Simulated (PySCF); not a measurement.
Mg(NH2)(GeH3) (GeH5MgN), SMILES [NH2][Mg][GeH3].

Geometry optimised at PBE0-D3(BJ)/def2-SVP. One conformer was computed; it need not be the lowest.

The numbers are results of C-PCM-B3LYP/def2-SVP in PySCF, not measurements.

The values are the electrostatic part of the solvation free energy, E(continuum) − E(gas) at the gas-phase geometry, in a cavity of scaled van der Waals radii (PySCF's table); cavitation and dispersion terms are not included. A continuum can't describe solvent molecules that bind to the metal. In vacuum the orbital gap is 4.95 eV. The dipole moment in vacuum is 1.74 D.

```
solvent             ε  ΔG(elec) (kcal/mol)  dipole (D)  gap (eV)
--------------  -----  -------------------  ----------  --------
water           78.36                 -9.6        2.68      5.34
ethylethanoate   5.99                 -7.9        2.48      5.28
acetone         20.49                 -9.2        2.63      5.33
```
